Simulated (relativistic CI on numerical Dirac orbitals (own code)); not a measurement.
**Mo+: L2,3 absorption edge**

Computed with this model: Dirac-Coulomb-Breit CI, separate exchange-only KLI orbitals for each configuration, model QED, valence Slater integrals scaled by 0.9, multiplet model of core-to-valence dipole absorption; configurations [Kr] 4d5 → [He] 2s2 2p5 3s2 3p6 3d10 4s2 4p6 4d6; 300 K; Lorentzian 1.6 eV and Gaussian 0.5 eV FWHM. Energies are those of the free ion, without screening or charge transfer. The branching ratio is the share of the lower-energy edge in the whole absorption, uncertain by about 0.02 where the edges overlap. S is read from ⟨S²⟩ = S(S + 1).

Field parameters in Wybourne normalisation: D4h B²₀ = −7Ds, B⁴₀ = 21(Dq − Dt), B⁴₄ = 21√(5/14) Dq. The field is a parameter set, without covalency.

Computed curve for D4h, 10Dq = 18000, Ds = 1070, Dt = 740 cm⁻¹, scaled to 100 at the maximum (points under 2 are left out and the grid is thinned):

```
Energy (eV)  Intensity
    2515.25        2.1
    2515.75        2.4
    2516.50        3.1
    2517.00        3.7
    2517.75        5.0
    2518.25        6.3
    2519.00        9.5
    2519.50       13.3
    2520.25       24.9
    2520.75       41.7
    2521.50       84.9
    2522.00      100.0
    2522.75       94.3
    2523.25       83.7
    2524.00       63.8
    2524.50       43.5
    2525.25       21.5
    2525.75       14.2
    2526.50        8.6
    2527.00        6.6
    2527.75        4.7
    2528.25        3.8
    2529.00        2.9
    2529.50        2.5
    2623.25        2.1
    2623.75        2.8
    2624.50        4.3
    2625.00        6.2
    2625.75       12.5
    2626.25       21.6
    2627.00       36.7
    2627.50       36.2
    2628.25       31.5
    2628.75       28.4
    2629.50       21.1
    2630.00       13.5
    2630.75        6.6
    2631.25        4.5
    2632.00        2.9
    2632.50        2.2
```

The ground state has S = 2.49, and the centroid lies at 2551.35 eV.
